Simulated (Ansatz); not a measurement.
Mulliken charges of `CC#[N+][Ag-][SH]` from ωB97M-V/def2-TZVPP in Ansatz (PBE0-D4/def2-TZVP geometry).

| atom | x (Å) | y (Å) | z (Å) | charge (e) |
| --- | --- | --- | --- | --- |
| C1 | -0.009 | -2.417 | 0.035 | -0.191 |
| C2 | 0.080 | -0.976 | 0.009 | 0.031 |
| N3 | 0.152 | 0.167 | -0.011 | -0.026 |
| Ag4 | 0.271 | 2.258 | -0.048 | 0.130 |
| S5 | 0.460 | 4.546 | -0.092 | -0.473 |
| H6 | -0.581 | -2.736 | 0.907 | 0.146 |
| H7 | 0.993 | -2.846 | 0.086 | 0.147 |
| H8 | -0.505 | -2.773 | -0.870 | 0.147 |
| H9 | -0.862 | 4.776 | -0.016 | 0.089 |

Task: By hand: the dipole of these point charges (1 e Å = 4.8032 D).

Result: Σ q r = (-0.272, -2.230, 0.047) e Å, of length 2.247 e Å = 10.79 D.

Task: How does the dipole of the full density compare? (Best estimate.)

Result: Computed: (-0.276, -2.382, 0.050) e Å, 11.52 D; the point charges give 0.94 times that, at 0° from its direction.

Point charges leave out the atoms' own dipoles, such as those of lone pairs, and Mulliken's split depends on the basis, so the close match here is no proof of good charges.
